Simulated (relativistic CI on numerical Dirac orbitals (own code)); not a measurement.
**Ru XXVIII: q coefficients and field-shift factors**

Computed by Dirac-Coulomb-Breit CI, separate exchange-only KLI orbitals for each configuration, derivatives by finite differences, unscaled Slater integrals, QED left out (own radial code, finite nucleus).

CI space (outside the closed core [Ne]): 3s²3p⁵, 3s3p⁶, 3s²3p⁴3d, 3s3p⁵3d, 3p⁶3d, 3s3p⁴3d², 3p⁵3d², 3p⁴3d³. Double excitations out of closed p, d and f shells are left out; levels of such configurations are missing from the list, as are those of other unlisted configurations, and high levels can miss mixing partners.

With x = (α/α₀)² − 1 an excitation energy changes as ω = ω₀ + qx; K = 2q/ω₀ is the relative enhancement. Terms are leading LS components, so labels can repeat. The field-shift factor is F = δν/δ⟨r²⟩ for the transition from the lowest level.

Lowest level 3s²3p⁵ ²P°3/2.

| Level | ω₀ (cm⁻¹) | q (cm⁻¹) | F (GHz/fm²) |
| --- | --- | --- | --- |
| 3s²3p⁵ ²P°1/2 | 234659 | 249800 | -4.35 |
| 3s3p⁶ ²S1/2 | 841333 | 232100 | -176 |
| 3s²3p⁴3d ⁴D3/2 | 922515 | 28390 | 0.469 |
| 3s²3p⁴3d ⁴D5/2 | 927087 | 40480 | 0.56 |
| 3s²3p⁴3d ²P1/2 | 945834 | 47830 | -3.4 |
| 3s²3p⁴3d ⁴D7/2 | 952959 | 59240 | 0.82 |
| 3s²3p⁴3d ²F7/2 | 997214 | 44900 | 0.941 |
| 3s²3p⁴3d ⁴F9/2 | 1002524 | 67720 | 1.43 |
| 3s²3p⁴3d ²D3/2 | 1030452 | 49080 | -0.234 |
| 3s²3p⁴3d ⁴P1/2 | 1070826 | 135000 | -27.3 |
| 3s²3p⁴3d ²D5/2 | 1104954 | 101000 | -0.388 |
| 3s²3p⁴3d ⁴F3/2 | 1111255 | 124600 | -0.519 |
| 3s²3p⁴3d ⁴F5/2 | 1115694 | 137300 | -0.758 |
| 3s²3p⁴3d ⁴D1/2 | 1117720 | 258500 | -3.97 |
| 3s²3p⁴3d ⁴D3/2 | 1156754 | 264900 | -3.44 |
| 3s²3p⁴3d ⁴F7/2 | 1204053 | 302200 | -2.83 |
| 3s²3p⁴3d ²D5/2 | 1215608 | 253900 | -3.13 |
| 3s²3p⁴3d ²G7/2 | 1218774 | 262100 | -3.07 |
| 3s²3p⁴3d ²P3/2 | 1229402 | 314200 | -3.58 |
| 3s²3p⁴3d ²F5/2 | 1252268 | 308900 | -3.43 |
| 3s²3p⁴3d ²G9/2 | 1260578 | 311100 | -2.69 |
| 3s²3p⁴3d ²D5/2 | 1287382 | 299700 | -3.35 |
| 3s²3p⁴3d ²F7/2 | 1326672 | 307000 | -3.33 |

At this charge energies of transitions that change n are usually good to better than 1 %, and those within a shell (Δn = 0) to a few per cent.

(1) Which transition from the lowest level has the largest |K|?

## Answers

(1) 3s²3p⁵ ²P°1/2 at 234659 cm⁻¹, K = 2.13.
